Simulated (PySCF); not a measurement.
C₆ coefficients of unlike pairs at PBE

Calculated with PySCF 2.14 from the dipole response of each species, C₆(A,B) = (3/π) ∫ α_A(iu) α_B(iu) du, in atomic units, from isotropic polarisabilities. For ions this is the dispersion term alone; charge-induced terms of lower order in 1/R come first.

```csv
species,configuration,basis,relativity,α (bohr³),C₆ (like pair)
Hg⁺,[Xe] 4f14 5d10 6s1 (2S),def2-QZVPPD with the def2 core potential (60 electrons) (7s5p4d4f2g),core potential,18.80,141.7
S²⁺,[Ne] 3s2 3p2 (3P),aug-cc-pwCVDZ (6s5p3d),none,7.362,26.91
P,[Ne] 3s2 3p3 (4S),aug-cc-pV(D+d)Z (5s4p3d),none,26.01,196.3
I²⁺,[Kr] 4d10 5s2 5p3 (4S),aug-cc-pV5Z-PP with ECP28MDF (8s8p6d4f3g2h),core potential,13.77,94.89
```

(1) Estimate C₆ for P with Hg⁺.

No spin-orbit coupling is included.

The other pairs:

```json
{"pair": "I²⁺, P", "C₆": "131.6"}
{"pair": "I²⁺, Hg⁺", "C₆": "115.6"}
{"pair": "I²⁺, S²⁺", "C₆": "50.46"}
{"pair": "S²⁺, Hg⁺", "C₆": "61.37"}
{"pair": "P, S²⁺", "C₆": "70.45"}
```

Results:

(1) The integral gives 161.5. The combination rule 2 C_A C_B / (C_A α_B/α_A + C_B α_A/α_B) gives 164.6 and the geometric mean 166.8.
